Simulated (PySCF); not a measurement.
Molfile (atoms numbered from 1):
```
C6H12O2Si
     RDKit          3D

 21 21  0  0  0  0  0  0  0  0999 V2000
    2.9719    0.4365    0.5969 C   0  0  0  0  0  0  0  0  0  0  0  0
    1.8870    0.4503   -0.4532 C   0  0  0  0  0  0  0  0  0  0  0  0
    2.0340    1.0238   -1.5097 O   0  0  0  0  0  0  0  0  0  0  0  0
    0.6199   -0.2914   -0.1331 C   0  0  2  0  0  0  0  0  0  0  0  0
   -0.1795   -0.6433   -1.3955 C   0  0  0  0  0  0  0  0  0  0  0  0
   -1.3637   -1.3448   -1.1311 O   0  0  0  0  0  0  0  0  0  0  0  0
   -2.4061   -0.5700   -0.6030 C   0  0  0  0  0  0  0  0  0  0  0  0
   -2.1736   -0.1666    0.8551 C   0  0  0  0  0  0  0  0  0  0  0  0
   -0.5172    0.7132    1.0266 Si  0  0  0  0  0  4  0  0  0  0  0  0
    3.4986   -0.5311    0.5478 H   0  0  0  0  0  0  0  0  0  0  0  0
    3.6926    1.2384    0.3934 H   0  0  0  0  0  0  0  0  0  0  0  0
    2.5662    0.5339    1.6151 H   0  0  0  0  0  0  0  0  0  0  0  0
    0.8592   -1.2137    0.4274 H   0  0  0  0  0  0  0  0  0  0  0  0
   -0.3829    0.2830   -1.9668 H   0  0  0  0  0  0  0  0  0  0  0  0
    0.4293   -1.2876   -2.0484 H   0  0  0  0  0  0  0  0  0  0  0  0
   -3.3176   -1.1816   -0.6908 H   0  0  0  0  0  0  0  0  0  0  0  0
   -2.5604    0.3358   -1.2261 H   0  0  0  0  0  0  0  0  0  0  0  0
   -2.9992    0.4681    1.2165 H   0  0  0  0  0  0  0  0  0  0  0  0
   -2.1574   -1.0716    1.4856 H   0  0  0  0  0  0  0  0  0  0  0  0
   -0.0040    0.7172    2.4310 H   0  0  0  0  0  0  0  0  0  0  0  0
   -0.5960    2.1218    0.5300 H   0  0  0  0  0  0  0  0  0  0  0  0
  1  2  1  0
  2  3  2  0
  2  4  1  0
  4  5  1  0
  5  6  1  0
  6  7  1  0
  7  8  1  0
  8  9  1  0
  9  4  1  0
  1 10  1  0
  1 11  1  0
  1 12  1  0
  4 13  1  1
  5 14  1  0
  5 15  1  0
  7 16  1  0
  7 17  1  0
  8 18  1  0
  8 19  1  0
  9 20  1  0
  9 21  1  0
M  END
```

All values are calculated (PySCF): shieldings: GIAO PBE0/pcSseg-1, PBE0-D3(BJ)/def2-SVP structure. Averaged over atoms made equivalent by symmetry, fast rotation or ring inversion, one computed conformer, gas phase, non-relativistic.

Question: Predict the 2D correlation tables (HSQC, COSY, HMBC).

Answer: 

HSQC (one-bond C–H):
```csv
δH,δC
4.20 (H16),68.2 (C7)
4.12 (H15),70.2 (C5)
3.57 (H14),70.2 (C5)
3.16 (H17),68.2 (C7)
2.38 (H13),41.8 (C4)
2.01 (H10/H11/H12),30.1 (C1)
1.03 (H19),9.7 (C8)
0.54 (H18),9.7 (C8)
```

COSY cross peaks (H two or three bonds apart, from the bond graph; peaks can be absent where the dihedral angle is near 90°):
```csv
δH,δH
4.38 (H20),4.01 (H21)
4.38 (H20),2.38 (H13)
4.38 (H20),1.03 (H19)
4.38 (H20),0.54 (H18)
4.20 (H16),3.16 (H17)
4.20 (H16),1.03 (H19)
4.20 (H16),0.54 (H18)
4.12 (H15),3.57 (H14)
4.12 (H15),2.38 (H13)
4.01 (H21),2.38 (H13)
4.01 (H21),1.03 (H19)
4.01 (H21),0.54 (H18)
3.57 (H14),2.38 (H13)
3.16 (H17),1.03 (H19)
3.16 (H17),0.54 (H18)
1.03 (H19),0.54 (H18)
```

HMBC (two and three bonds, from the bond graph):
```csv
δH,δC
4.38 (H20),"208.9 (C2), 70.2 (C5), 68.2 (C7), 41.8 (C4), 9.7 (C8)"
4.20 (H16),"70.2 (C5), 9.7 (C8)"
4.12 (H15),"208.9 (C2), 68.2 (C7), 41.8 (C4)"
4.01 (H21),"208.9 (C2), 70.2 (C5), 68.2 (C7), 41.8 (C4), 9.7 (C8)"
3.57 (H14),"208.9 (C2), 68.2 (C7), 41.8 (C4)"
3.16 (H17),"70.2 (C5), 9.7 (C8)"
2.38 (H13),"208.9 (C2), 70.2 (C5), 30.1 (C1), 9.7 (C8)"
2.01 (H10/H11/H12),"208.9 (C2), 41.8 (C4)"
1.03 (H19),"68.2 (C7), 41.8 (C4)"
0.54 (H18),"68.2 (C7), 41.8 (C4)"
```

δ = σ(ref) − σ, references computed at the same level: 1H (σref 31.27) and 13C (σref 184.41) against TMS.

Short H···H contacts in this conformer between protons four or more bonds apart (candidates for NOE cross peaks, intensity ∝ r⁻⁶): H14···H17 2.30 Å, H12···H20 2.70 Å, H12···H13 2.72 Å.

Shifts are as computed. Against solution values, carbons near 30 ppm lie about +2 ppm off and those near 130 ppm about +5 ppm. Of 1211 compounds with measured shifts, 218 miss one by over three times the rms of a fit or turn the order of signals round; such compounds aren't used in these exercises.
